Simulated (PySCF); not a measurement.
**Vibration and rotation of CrB**

PBE0 constants of CrB, ⁸Π (octet), unpaired electrons σ ↑↑, π ↑↑↑, δ ↑↑, a second solution, started from another occupation (Cr def2-TZVPP, B def2-TZVPP; no relativity (PySCF 2.14); masses 51.9405 and 11.0093 u):

| Property | Result |
| --- | --- |
| ωe | 441.1 cm⁻¹ |
| ωexe | 4.13 cm⁻¹ |
| Be | 0.3957 cm⁻¹ |
| αe | 0.00479 cm⁻¹ |
| D (centrifugal) | 1.27e-06 cm⁻¹ |

(1) Give the vibrational terms G(v) and spacings up to v = 6.

## Answers

(1) G(v) = ωe(v+½) − ωexe(v+½)².

```
v  G(v) (cm⁻¹)  G(v) − G(v−1)  Bv (cm⁻¹)
0        219.5                    0.3933
1        652.4          432.8     0.3885
2       1076.9          424.6     0.3837
3       1493.3          416.3     0.3789
4       1901.3          408.1     0.3741
5       2301.1          399.8     0.3694
6       2692.7          391.5     0.3646
```
